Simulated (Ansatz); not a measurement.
Consider the redistribution: `C[Si](C)(O)[SiH3]` + `N=C([SiH3])CCl` → `C[Si](O)([SiH3])Cl` + `CCC(=N)[SiH3]`.

Computed with Ansatz on PBE0-D4/def2-TZVP structures; ΔE is electronic, products minus reactants. CBS: MP2 limit from def2 TZ/QZ plus the TZ coupled-cluster correction, frozen cores. Functionals use def2-TZVPP. Each species was taken in one conformer, which may not be the lowest.

`C[Si](C)(O)[SiH3]`:

```xyz
15

C    -0.253    0.841   -1.708
Si   -0.324    0.225    0.048
C     0.884    1.159    1.130
O    -1.888    0.490    0.540
Si    0.169   -2.076    0.157
H    -0.499    1.906   -1.745
H     0.746    0.707   -2.130
H    -0.965    0.306   -2.340
H     0.668    2.231    1.106
H     1.910    1.011    0.781
H     0.837    0.826    2.170
H    -2.135    0.183    1.413
H     1.595   -2.343   -0.185
H    -0.063   -2.596    1.537
H    -0.682   -2.869   -0.773
```

`N=C([SiH3])CCl`:

Z-matrix (Å, degrees):
```
Si
C 1 1.904
H 1 1.482 2 109.0
H 1 1.489 2 109.6 3 -119.7
H 1 1.482 2 109.0 3 120.9
C 2 1.505 1 118.1 3 121.7
N 2 1.264 1 115.4 3 -58.4
Cl 6 1.774 2 113.9 1 179.8
H 6 1.092 2 110.0 1 -59.5
H 6 1.092 2 110.0 1 58.9
H 7 1.027 2 111.0 1 -179.8
```

`C[Si](O)([SiH3])Cl`:

Z-matrix (Å, degrees):
```
C
Si 1 1.859
H 1 1.093 2 110.3
H 1 1.092 2 110.6 3 120.2
H 1 1.093 2 110.7 3 -120.2
O 2 1.642 1 112.3 3 59.5
Si 2 2.338 1 114.8 3 -62.1
Cl 2 2.077 1 106.4 3 178.8
H 6 0.959 2 118.4 1 62.6
H 7 1.488 2 110.5 1 62.4
H 7 1.485 2 110.2 1 -176.7
H 7 1.488 2 109.0 1 -56.8
```

`CCC(=N)[SiH3]`:

Z-matrix (Å, degrees):
```
C
C 1 1.524
H 1 1.091 2 110.8
H 1 1.093 2 111.5 3 119.6
H 1 1.092 2 111.1 3 -120.2
C 2 1.504 1 112.8 3 -179.8
H 2 1.096 1 110.6 3 57.9
H 2 1.097 1 109.1 3 -59.6
Si 6 1.902 2 119.8 1 55.3
N 6 1.271 2 125.2 1 -123.8
H 9 1.488 6 109.8 2 -82.6
H 9 1.480 6 109.5 2 156.6
H 9 1.490 6 109.8 2 35.5
H 10 1.026 6 110.9 2 0.4
```

```csv
level,ΔE (kJ/mol),difference from CCSD(T)/CBS
PBE-D4,-120.7,10.1
r2SCAN-D4,-126.9,3.9
PBE0-D4,-127.3,3.5
ωB97M-V,-130.6,0.2
B2PLYP,-129.4,1.4
PBE,-119.8,11.0
r2SCAN,-126.8,4.0
HF/def2-TZVPP,-143.6,-12.8
MP2/def2-TZVPP,-132.8,-2.0
SCS-MP2/def2-TZVPP,-132.5,-1.7
CCSD/def2-TZVPP,-131.8,-1.0
CCSD(T)/def2-TZVPP,-129.1,1.7
HF/def2-QZVPP,-143.8,-13.0
MP2/def2-QZVPP,-133.8,-3.0
HF/CBS(def2),-143.8,-13.0
CCSD/CBS(def2),-133.5,-2.7
CCSD(T)/CBS,-130.8,0
```

Largest T1 diagnostic among the species: 0.012.

From PBE to PBE0 (25 % exact exchange), in def2-TZVPP and without D4, ΔE moves by −6.7 kJ/mol. In def2-TZVPP, CCSD(T) changes the Hartree–Fock value by +14.5 kJ/mol (the triples alone add +2.7 kJ/mol) and MP2 by +10.8 kJ/mol.
